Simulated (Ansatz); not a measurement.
A run for Ansatz (a program for electronic structure): R-CCSD(T)/cc-pVDZ on C3H9B (SMILES CB(C)C), a point of a torsion scan.

Ansatz 0.2 input:
```yaml
crystal:
  periodic: [false, false, false]
  atoms:
    - {symbol: C, position_ang: [-0.26204760, 1.55381581, 0.03524485]}
    - {symbol: B, position_ang: [0.04731980, 0.00818020, 0.10283788]}
    - {symbol: C, position_ang: [1.46230085, -0.49207567, 0.58936845]}
    - {symbol: C, position_ang: [-1.05844072, -1.03680453, -0.31471715]}
    - {symbol: H, position_ang: [0.42896600, 2.05039388, -0.64554073]}
    - {symbol: H, position_ang: [-0.10240931, 2.02156275, 1.00625797]}
    - {symbol: H, position_ang: [-1.27201316, 1.79611402, -0.28654096]}
    - {symbol: H, position_ang: [2.17899308, 0.30344922, 0.77865681]}
    - {symbol: H, position_ang: [1.90659924, -1.17696782, -0.13179831]}
    - {symbol: H, position_ang: [1.35810974, -1.06453487, 1.51111602]}
    - {symbol: H, position_ang: [-1.33446079, -0.89487684, -1.35951160]}
    - {symbol: H, position_ang: [-0.76319349, -2.07608378, -0.19206041]}
    - {symbol: H, position_ang: [-1.97500182, -0.88209802, 0.25351928]}
basis:
  gaussian:
    orbitals: cc-pVDZ
magnetization: {spin_polarized: false}
correlation: {method: ccsd_t, electrons: outside_noble_gas}
scf: {lower_state_search: off}
```

The head of its log:

```
WARN ansatz: RAYON_NUM_THREADS=1 ignored (pool sized by the plan → 1); use --threads N
Functional definition: HF
these checks for a lower state are left out or cut short: stability, starts, cluster_reference, orbital_swaps, neighbouring_geometries, increment
integrals: 0.12 GiB planned
910 factors; integrals over basis functions are off by at most 1.1e-3 eV
mean field: 0.20 GiB planned
mean field evaluation 1: about -3902.9935 eV, gradient 3.4e1 eV
mean field evaluation 2: about -3902.9946 eV, gradient 3.4e1 eV
mean field evaluation 4: about -3906.2904 eV, gradient 2.8e0 eV
mean field evaluation 8: about -3906.3261 eV, gradient 1.6e-2 eV
mean field -3906.32607791 eV, -143.5548355604 hartree, gradient 5.6e-6 eV, S^2 0.000000; 0 other end points of the search recorded, 0 dependent functions left out
4 core orbitals not correlated
reference -3906.32607791 eV, -143.5548355604 hartree; 12, 12 occupied and 85, 85 virtual orbitals, 910 factors
```

Question: Predict the final total energy.

Answer: -144.1524 hartree (reference determinant -143.5548, T1 diagnostic 0.008).
